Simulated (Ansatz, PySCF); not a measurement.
Sb(Cl)(SiH3)2 (ClH6SbSi2), SMILES [SiH3][Sb]([SiH3])[Cl]. Atoms are numbered in the order given.

```xyz
10

Sb     0.7936     0.1099     0.0000
Cl    -0.8188     1.9352     0.0000
Si    -0.5689    -1.1083     1.8576
H     -0.4386    -0.3240     3.1175
H     -0.0080    -2.4770     2.0688
H     -2.0009    -1.2062     1.4626
Si    -0.5689    -1.1083    -1.8576
H     -0.4386    -0.3240    -3.1175
H     -2.0009    -1.2062    -1.4626
H     -0.0080    -2.4770    -2.0688
```

Geometry: B3LYP-D3(BJ)/def2-SVP. The def2 effective core potentials stand for the cores of Sb; spin–orbit coupling is left out.

Two levels are set side by side: PBE-D3(BJ)/def2-SVP (Ansatz, a first-principles code) and B3LYP-D3(BJ)/def2-SVP (Ansatz). Each level has its own optimised geometry; the coordinates shown are those of the second. Frequencies come from the Hessian of PySCF at each geometry. Differences are taken from unrounded values.

```csv
quantity,B3LYP-D3(BJ),PBE-D3(BJ),PBE-D3(BJ) minus B3LYP-D3(BJ)
mean bond length (Å),1.844,1.853,0.009
bond Sb1–Cl2 (Å),2.435,2.434,-0.002
bond Sb1–Si3 (Å),2.606,2.608,0.002
bond Sb1–Si7 (Å),2.606,2.608,0.002
bond Si3–H4 (Å),1.490,1.504,0.014
bond Si3–H5 (Å),1.494,1.508,0.014
bond Si3–H6 (Å),1.489,1.503,0.014
bond Si7–H8 (Å),1.490,1.504,0.014
bond Si7–H9 (Å),1.489,1.503,0.014
bond Si7–H10 (Å),1.494,1.508,0.014
highest harmonic wavenumber (cm⁻¹),2241,2182,-59
mean harmonic wavenumber (cm⁻¹),928,897,-31
zero-point energy (kcal/mol),31.84,30.77,-1.07
```

Exact exchange shortens and stiffens bonds; PBE has none. Differences between two approximate levels are no errors against the true value.
